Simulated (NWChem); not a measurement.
System: C3H5FSi; SMILES C1[C@H]([SiH2]C=1)F

Output (shortened):

```
             Northwest Computational Chemistry Package (NWChem) 7.3.0
             --------------------------------------------------------

                             Geometry "geometry" -> ""
                             -------------------------

 Output coordinates in angstroms (scale by  1.889725989 to convert to a.u.)

  No.       Tag          Charge          X              Y              Z
 ---- ---------------- ---------- -------------- -------------- --------------
    1 F                    9.0000     0.37604000    -1.91028700    -0.27832100
    2 C                    6.0000     0.02249200    -0.79455900     0.48598800
    3 C                    6.0000    -1.29136200    -0.16477800     0.06360700
    4 C                    6.0000    -1.04400600     1.12839200    -0.23717800
    5 Si                  14.0000     0.79700100     0.91159900     0.00686300
    6 H                    1.0000     0.04128100    -1.10182400     1.53878200
    7 H                    1.0000    -2.24611800    -0.69563900     0.03598100
    8 H                    1.0000    -1.77940000     1.87980700    -0.50681700
    9 H                    1.0000     1.49931000     1.72434000     1.04373300
   10 H                    1.0000     1.63638700     0.88715400    -1.21992500

 Effective nuclear repulsion energy (a.u.)     214.0198232050

                                 NWChem DFT Module
                                 -----------------

 Summary of "ao basis" -> "ao basis" (spherical)
 ------------------------------------------------------------------------------
       Tag                 Description            Shells   Functions and Types
 ---------------- ------------------------------  ------  ---------------------
 F                           6-31g*                  6       14   3s2p1d
 C                           6-31g*                  6       14   3s2p1d
 Si                          6-31g*                  8       18   4s3p1d
 H                           6-31g*                  2        2   2s

 in cosmo_initialize ...
 calling solv_data for solv:h2o

 solvent parameters
 solvname_short: h2o
 solvname_long:  water
 dielec:       78.4000
 dielecinf:     1.7769
 aqueous SMD model solvent descriptors
 dielec:       78.4000
 sola:          0.8200

[...]

                                COSMO-SMD solvation results
                                ---------------------------

             internal energy in gas <Psi(g)|H|Psi(g)> =      -506.592021943287
         internal energy in solvent <Psi(s)|H|Psi(s)> =      -506.591311640225
                               delta internal energy  =         0.000710303062 (    0.45 kcal/mol)
   total free energy in solvent <Psi(s)|H+V/2|Psi(s)> =      -506.596699558382
 polarization energy contribution <Psi(s)|V/2|Psi(s)> =        -0.005387918157 (   -3.38 kcal/mol)
    total free energy in solvent including G(SMD-CDS) =      -506.590398215509
                       G(SMD-CDS) energy contribution =         0.006301342873 (    3.95 kcal/mol)
     1 M fixed-concentration free energy of solvation =         0.001623727778 (    1.02 kcal/mol)

                       DFT Final Molecular Orbital Analysis
                       ------------------------------------

 Vector   21  Occ=2.000000D+00  E=-3.050069D-01
              MO Center= -3.3D-01,  3.9D-01,  6.1D-04, r^2= 3.4D+00
   Bfn.  Coefficient  Atom+Function         Bfn.  Coefficient  Atom+Function
  ----- ------------  ---------------      ----- ------------  ---------------
    45      0.350167   4 C  px               63     -0.280987   5 Si px
    31     -0.186598   3 C  px                5     -0.178327   1 F  pz
    80     -0.173827   8 H  s                19      0.157174   2 C  pz
     4      0.154981   1 F  py               20     -0.143865   2 C  s
    49      0.143041   4 C  px               18     -0.140884   2 C  py

 Vector   22  Occ=2.000000D+00  E=-2.895795D-01
              MO Center= -3.2D-01,  2.2D-02, -5.7D-02, r^2= 3.0D+00
   Bfn.  Coefficient  Atom+Function         Bfn.  Coefficient  Atom+Function
  ----- ------------  ---------------      ----- ------------  ---------------
    33      0.303837   3 C  pz               47      0.258500   4 C  pz
    17     -0.218981   2 C  px               37      0.216840   3 C  pz
    84      0.188450  10 H  s                 4      0.187096   1 F  py
    64      0.187620   5 Si py               51      0.180325   4 C  pz
     3      0.146188   1 F  px                8      0.143111   1 F  py

 Vector   23  Occ=2.000000D+00  E=-2.714915D-01
              MO Center= -2.1D-01, -1.0D-02,  1.7D-01, r^2= 3.2D+00
   Bfn.  Coefficient  Atom+Function         Bfn.  Coefficient  Atom+Function
  ----- ------------  ---------------      ----- ------------  ---------------
    64      0.253826   5 Si py               47     -0.238192   4 C  pz
     3      0.229435   1 F  px               17     -0.217696   2 C  px
    82      0.210949   9 H  s                33     -0.198157   3 C  pz
    18     -0.175654   2 C  py               51     -0.176377   4 C  pz
     7      0.174672   1 F  px               31      0.168569   3 C  px

 Vector   24  Occ=0.000000D+00  E=-1.267925D-02
              MO Center= -9.1D-01,  4.1D-01, -5.0D-02, r^2= 2.6D+00
   Bfn.  Coefficient  Atom+Function         Bfn.  Coefficient  Atom+Function
  ----- ------------  ---------------      ----- ------------  ---------------
    37      0.496278   3 C  pz               51     -0.487115   4 C  pz
    33      0.392262   3 C  pz               47     -0.366245   4 C  pz
    69     -0.247810   5 Si pz               84     -0.223643  10 H  s
    22      0.176143   2 C  py               82      0.164934   9 H  s
    50     -0.160879   4 C  py               35     -0.158992   3 C  px

[...]
```

Level: B3LYP/6-31G* (spherical d), SMD on the gas-phase geometry. Geometry: optimised at B3LYP/6-31G* (spherical d). Solvent: water.

Q: Which NWChem input produces such a log?

A: This is not unique; one that fits is the input that was run:
```
start job
memory heap 200 mb stack 900 mb global 1100 mb
geometry units angstroms noautosym nocenter noautoz
  F      0.376040    -1.910287    -0.278321
  C      0.022492    -0.794559     0.485988
  C     -1.291362    -0.164778     0.063607
  C     -1.044006     1.128392    -0.237178
  Si     0.797001     0.911599     0.006863
  H      0.041281    -1.101824     1.538782
  H     -2.246118    -0.695639     0.035981
  H     -1.779400     1.879807    -0.506817
  H      1.499310     1.724340     1.043733
  H      1.636387     0.887154    -1.219925
end
basis spherical
  * library 6-31g*
end
dft
  xc b3lyp
  iterations 150
end
cosmo
  do_cosmo_smd true
  solvent water
end
task dft energy
```
